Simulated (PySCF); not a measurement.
# Worked example: dipole moment from atomic charges

Si(H)(F)(Cl)(Me) (CH4ClFSi), SMILES C[SiH](F)Cl. Atoms are numbered in the order given.

```xyz
8

Si     0.0388    -0.4423     0.3474
C      1.8741    -0.4112     0.1090
F     -0.6240    -1.4880    -0.7029
Cl    -0.7378     1.4174    -0.0631
H     -0.3953    -0.8401     1.7053
H      2.3084    -1.4076     0.2881
H      2.3390     0.3038     0.8060
H      2.1193    -0.1009    -0.9186
```

The structure is a stationary point at ωB97X-D3(BJ)/def2-SVP.

Charges (e) from B3LYP/def2-TZVP in PySCF:

```json
[
 {"atom": "Si1", "ESP fit": "0.639", "IAO": "1.280"},
 {"atom": "C2", "ESP fit": "-0.613", "IAO": "-0.758"},
 {"atom": "F3", "ESP fit": "-0.272", "IAO": "-0.538"},
 {"atom": "Cl4", "ESP fit": "-0.189", "IAO": "-0.326"},
 {"atom": "H5", "ESP fit": "-0.091", "IAO": "-0.158"},
 {"atom": "H6", "ESP fit": "0.187", "IAO": "0.165"},
 {"atom": "H7", "ESP fit": "0.159", "IAO": "0.167"},
 {"atom": "H8", "ESP fit": "0.182", "IAO": "0.168"}
]
```

The dipole moment of the full density is 2.15 D.

**Question.** What dipole moment does each set of point charges give, and which comes closer to that of the density?

**Answer.** 
μ = Σ q r, and 1 e Å = 4.8032 D.
ESP fit: Σ q r = (0.410, -0.051, 0.218) e Å, |μ| = 2.25 D.
IAO: Σ q r = (0.395, 0.018, 0.519) e Å, |μ| = 3.14 D.
ESP fit comes closer in size. Point charges leave out the atoms' own dipoles (lone pairs, polarised bonds); fits to the potential absorb them, partitions of the density don't.
